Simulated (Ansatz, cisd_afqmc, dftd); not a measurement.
System: C2HCl2, charge 0, doublet. C2HCl2 (SMILES [CH]=C(Cl)Cl, doublet).
B3LYP-D3(BJ)/def2-TZVP minimum from Ansatz (an electronic-structure program):
```xyz
5

C      1.7129    -0.4313    -0.0487
C      0.4616    -0.0970    -0.0122
Cl    -0.0801     1.5467     0.0746
Cl    -0.8259    -1.2844    -0.0472
H      2.3558    -1.2893    -0.1000
```
Charge 0, spin multiplicity 2.

Wanted: atomisation energy (electronic, to ground-state atoms), in kcal/mol. Radicals and triplets start from unrestricted determinants; spin-orbit coupling is neglected. Cores are frozen in correlated methods. Rows without X2C or -DK are non-relativistic. The Monte Carlo rows (phaseless AFQMC, CISD trial, step 0.005/hartree) carry one-sigma bars that omit the constraint's bias. Outlying blocks are dropped, and bars are widened where a walk drifts. Over all cases where full CI ran beside it in this data, AFQMC minus full CI had a median of +0.1 mEh and passed +0.4 mEh in a tenth of the cases. CBS(X,Y): correlation extrapolated as X^-3, Hartree-Fock from the larger set (Q,5: extrapolated as (X+1)exp(-9√X)). A bracket is a step between two methods taken in the basis named. Functionals run without relativity, which enters their misses. Double hybrids freeze cores in their MP2 part. 'core' is core correlation in cc-pwCVTZ (1s frozen past Ne), 'X2C' scalar relativity in cc-pVTZ-DK, both at CCSD(T). Where a partner has so few electrons that a lower coupled-cluster level is exact, that level stands in. The UHF reference of C2HCl2 ([CH]=C(Cl)Cl, doublet) is spin-contaminated (<S^2> up to 0.22 over the pure value in the sets run).

| level | program | atomisation energy (kcal/mol) |
|---|---|---|
| PBE/def2-TZVPD | Ansatz | 424.2 |
| r2SCAN/def2-TZVPD | Ansatz | 409.0 |
| B2PLYP-D4/def2-TZVPD | Ansatz + dftd4 | 395.4 |
| CCSD(T)/CBS(cc-pV(T+d)Z,cc-pV(Q+d)Z) | Ansatz | 397.4 |
| AFQMC/CISD/cc-pV(T+d)Z | cisd_afqmc | 382.7 ± 0.4 |
| CCSD(T)/CBS(cc-pV(T+d)Z,cc-pV(Q+d)Z) + [AFQMC/CISD - CCSD(T)]/cc-pV(T+d)Z | Ansatz + cisd_afqmc | 397.8 ± 0.4 |
| CCSD(T)/CBS(cc-pV(Q+d)Z,cc-pV(5+d)Z) + [AFQMC/CISD - CCSD(T)]/cc-pV(T+d)Z + core + X2C | Ansatz + cisd_afqmc | 400.1 ± 0.4 |
